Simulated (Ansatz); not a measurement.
```yaml
crystal:
  periodic: [false, false, false]
  atoms:
    - {symbol: F, position_ang: [-1.487636, 0.310672, -0.803911]}
    - {symbol: Ga, position_ang: [0.120708, 0.752741, 0.129526]}
    - {symbol: Br, position_ang: [1.317997, -1.294516, 0.713709]}
basis:
  gaussian: {orbitals: x2c-TZVPPall, point_charges: [{charge: 1.00, position_ang: [6.089, 0.296, -0.069]}]}
magnetization: {spin_polarized: true, initial_magnetization: 1}
hamiltonian: {xc: {name: CCSD(T)}}
output: {forces: true}
```

```sh
$ ansatz run in.yaml --threads 2 --pin off --events-out ev --progress --plain --max-ram 32768MiB --backend cpu
```

Output, abridged:

```
Error: YAML parse error: error: line 10 column 19: hamiltonian.xc: no functional is named "CCSD(T)"; the names, which are not case-sensitive, are SVWN5, SPW92, PBE, PBE0, PBEsol, revPBE, revPBE0, RPBE, rPW86-PBE, HSE06, wPBEh, LC-wPBE, HISS, HF, BLYP, B3LYP, B3LYP5, BHLYP, CAM-B3LYP, r2SCAN, r2SCANh, r2SCAN0, r2SCAN50, m-r2SCAN, B97, wB97, wB97X, wB97X-V, B97M-V, wB97M-V, B2PLYP, B2GP-PLYP, PBE0-DH, PBE-QIDH
 8 |   gaussian: {orbitals: x2c-TZVPPall, point_charges: [{charge: 1.00, position_ang: […
 9 | magnetization: {spin_polarized: true, initial_magnetization: 1}
10 | hamiltonian: {xc: {name: CCSD(T)}}
11 | output: {forces: true}
```

In this input the method's name isn't one that the program takes here. The program refused the input.
